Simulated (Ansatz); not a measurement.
A structure relaxed at PBE0-D4/def2-TZVP, charge 0, multiplicity 1:

```json
{"atom": "F1", "x (Å)": "2.002", "y (Å)": "-0.787", "z (Å)": "-1.341"}
{"atom": "Al2", "x (Å)": "0.765", "y (Å)": "-1.112", "z (Å)": "-0.317"}
{"atom": "F3", "x (Å)": "0.675", "y (Å)": "0.196", "z (Å)": "0.938"}
{"atom": "Al4", "x (Å)": "-0.804", "y (Å)": "1.072", "z (Å)": "0.357"}
{"atom": "F5", "x (Å)": "-0.353", "y (Å)": "2.489", "z (Å)": "-0.331"}
{"atom": "F6", "x (Å)": "-0.722", "y (Å)": "-0.245", "z (Å)": "-0.890"}
{"atom": "H7", "x (Å)": "0.452", "y (Å)": "-2.523", "z (Å)": "0.263"}
{"atom": "H8", "x (Å)": "-2.016", "y (Å)": "0.910", "z (Å)": "1.322"}
```

(1) Give its formula and SMILES.

(2) Point group (tolerance 0.08 Å, 0.16 Å for H)?

(3) Summarise the bond lengths by kind.

## Answers

(1) Al2F4H2, `[F][Al@H-]1[F+][Al@@H-]([F])[F+]1`.

(2) C2v.

(3) 6 × Al–F 1.639 to 1.815 Å; 2 × Al–H 1.557 Å.

All numbers were calculated with Ansatz.
